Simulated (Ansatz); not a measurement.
A further run on the cluster SnTe2 (the lowest singlet isomer of a short search).

```yaml
crystal:
  periodic: [false, false, false]
  atoms:
    - {symbol: Sn, position_ang: [-0.251247, -1.268938, -0.927681]}
    - {symbol: Te, position_ang: [-1.124865, 1.185968, 0.048135]}
    - {symbol: Te, position_ang: [1.376102, 0.082970, 0.879547]}
basis:
  gaussian: {orbitals: def2-SVPD, point_charges: [{charge: -1.00, position_ang: [4.683, 0.421, -0.541]}]}
hamiltonian: {xc: {name: wB97X}}
scf: {lower_state_search: light}
output: {forces: true}
```

```sh
$ ansatz run in.yaml --threads 4 --pin off --events-out ev --progress --plain --max-ram 3916MiB
```

It prints (some lines left out):

```
Functional definition: wB97X
1314 factors; integrals over basis functions are off by at most 1.5e-4 eV
381 factors; integrals over basis functions are off by at most 2.8e-5 eV
mean field evaluation 1: about -20422.4416 eV, gradient 1.5e1 eV
mean field evaluation 2: about -20422.6849 eV, gradient 1.5e1 eV
mean field evaluation 4: about -20423.5310 eV, gradient 5.6e-1 eV
mean field evaluation 8: about -20423.5803 eV, gradient 5.9e-2 eV
mean field evaluation 16: about -20423.5804 eV, gradient 9.0e-4 eV
mean field -20423.58040473 eV, -750.5527362739 hartree, gradient 7.3e-5 eV, S^2 0.000000; 0 other end points of the search recorded, 0 dependent functions left out
reference -20423.58035855 eV, -750.5527345766 hartree; 35, 35 occupied and 67, 67 virtual orbitals, 1314 factors
Total energy: -20423.58035855 eV, -750.5527345766 hartree
Atom 0 at    -0.251247    -1.268938    -0.927681 Å, force     0.441675     0.596852     0.565885 eV/Å
Atom 1 at    -1.124865     1.185968     0.048135 Å, force     0.129306    -0.334998     0.074521 eV/Å
Atom 2 at     1.376102     0.082970     0.879547 Å, force    -0.332790    -0.140432    -0.803677 eV/Å
Dipole moment:     0.782335    -0.436137    -0.329941 e Å
```

Hardware: 4 threads of Arm Neoverse V2 on a shared host. Wall time 5.5 s.

In the def2 sets Sn, Te take a core potential; there is no spin–orbit coupling.
